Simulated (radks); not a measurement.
The mean radii <r> (bohr) of the occupied orbitals of an atom or ion are listed with their occupations. Calculated with a radial shooting solver on a logarithmic mesh with Libxc functionals: Dirac Kohn-Sham, PBEsol, spin-unpolarised, spherical densities, point nucleus.

| orbital | occ. | <r> |
|---|---|---|
| 1s1/2 | 2 | 0.01835 |
| 2s1/2 | 2 | 0.07698 |
| 2p1/2 | 2 | 0.06369 |
| 2p3/2 | 4 | 0.07166 |
| 3s1/2 | 2 | 0.2001 |
| 3p1/2 | 2 | 0.1901 |
| 3p3/2 | 4 | 0.2046 |
| 3d3/2 | 4 | 0.1791 |
| 3d5/2 | 6 | 0.1835 |
| 4s1/2 | 2 | 0.4263 |
| 4p1/2 | 2 | 0.4265 |
| 4p3/2 | 4 | 0.4519 |
| 4d3/2 | 4 | 0.4492 |
| 4d5/2 | 6 | 0.4566 |
| 4f5/2 | 1 | 0.4372 |
| 6d3/2 | 1 | 1.406 |

Name the element and its charge. Open shells, if any, fill j = l - 1/2 first.

Answer. Z = 74, tungsten, charge +26: W26+ in [Kr] 4d10 4f1 6d1. The 1s radius gives Z: for a bare nucleus <r> = (2 gamma + 1)/(2Z) with gamma = sqrt(1 - (Z/c)^2), 0.01813 bohr for Z = 74, and screening makes it slightly larger (0.01835 here). The occupations add up to 48, and the charge is Z minus that.
